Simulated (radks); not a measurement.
Results of a calculation; reference values are marked as such.
Dispersion coefficients C6 (hartree bohr^6) between ground-configuration atoms and ions, from the Casimir-Polder integral (3/pi) of alpha_A(iw) alpha_B(iw). Level of theory: scalar-relativistic Kohn-Sham, LDA (Slater exchange, VWN5 correlation), spin-polarised, spherical densities, finite nucleus; open shells are filled with parallel spins first (spin-orbit coupling, left out, can overturn this in heavy ions); Fermi nuclear charge, rms radius of each element as measured or else 0.836 A^(1/3) + 0.57 fm (a radial shooting solver on a logarithmic mesh with Libxc functionals). Response by self-consistent Sternheimer equations with the Hartree and adiabatic LDA kernel, the relativistic mass of each level held fixed and spin-orbit coupling left out. For heavy and open-shell atoms this level of theory can miss by tens of per cent.

\begin{tabular}{lrrrr}
C6 & Ca+ & Cl3+ & K & Al+ \\ \hline
Ca+ & 462.2 &  &  &  \\
Cl3+ & 55.30 & 11.59 &  &  \\
K & 1153 & 111.3 & 3220 &  \\
Al+ & 219.9 & 32.20 & 495.0 & 115.9 \\
\end{tabular}

Static polarisabilities (bohr^3): Ca+ ([Ar] 4s1) 67.60, Cl3+ ([Ne] 3s2 3p2) 4.300, K ([Ar] 4s1) 254.8, Al+ ([Ne] 3s2) 23.31. The combination rule 2 Ca Cb / ((alpha_b/alpha_a) Ca + (alpha_a/alpha_b) Cb) gives 31.90 for Cl3+-Al+, against 32.20 from the integral.
